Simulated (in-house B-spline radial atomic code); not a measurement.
A calculation on the rhodium ion Rh³⁺: its settings, and results tabulated from the run. Level of theory: non-relativistic LDA PW92, spin-polarised, spherical fractional occupations, point nucleus; calculated with a B-spline radial code for spherical atoms.

Command:
```bash
python run_scf.py task.json out
```
Settings:
```
Z                45
configuration    [Kr] 4d6
hamiltonian      nr
method           lda,pw
spin_polarised   True
```

Output (hartree, bohr):
```
 radial grid: 51 intervals, B-splines of order 8, outer radius 28.1081 bohr

 iter        energy (Eh)    residual
    1       -4670.304299    5.44e-01
    2       -4675.421005    4.44e-01
    3       -4680.935734    9.22e-02
    4       -4681.156322    2.12e-02
    5       -4681.164770    9.87e-03
    6       -4681.166925    3.28e-03
    7       -4681.167237    6.94e-04
    8       -4681.167253    2.44e-05
    9       -4681.167253    1.22e-06
   10       -4681.167253    7.88e-08

 total energy                     -4681.16725
 kinetic                            4678.2457
 electron-nucleus                 -11094.6946
 Hartree                            1865.5073
 exchange-correlation               -130.2257

 orbital      occ     eigenvalue          <r>       <r^2>       <1/r>       r_max
 1s up      1.000      -822.4895    0.0338819  0.00153589     44.4375     0.02242
 1s down    1.000      -822.4891    0.0338818  0.00153588     44.4375     0.02242
 2s up      1.000      -118.1799     0.147408    0.025532     10.0716      0.1248
 2s down    1.000      -118.1529     0.147399   0.0255294     10.0724      0.1248
 2p up      3.000      -109.7270     0.126023   0.0193369     10.0775     0.09792
 2p down    3.000      -109.7062     0.126011   0.0193335     10.0784     0.09791
 3s up      1.000       -22.1270     0.403837    0.186445     3.54681      0.3635
 3s down    1.000       -22.1083      0.40368    0.186263     3.54756      0.3635
 3p up      3.000       -18.7776     0.396468    0.182513     3.46399        0.35
 3p down    3.000       -18.7574      0.39628    0.182291     3.46476        0.35
 3d up      5.000       -12.5840     0.370237    0.163719     3.30446      0.2911
 3d down    5.000       -12.5574     0.370012    0.163437     3.30523      0.2912
 4s up      1.000        -4.1932      1.00083     1.13358     1.36515      0.9044
 4s down    1.000        -4.0833     0.999329     1.13097     1.36877      0.9021
 4p up      3.000        -3.1623       1.0753     1.32077     1.25519      0.9499
 4p down    3.000        -3.0510      1.07486     1.32131     1.25745      0.9474
 4d up      5.000        -1.5213      1.35177     2.14893    0.978234       1.103
 4d down    1.000        -1.4141      1.36862     2.21436    0.970212       1.102
```

Run time, properties included: 0.12 s on 1 thread of Arm Neoverse V2 (shared host).
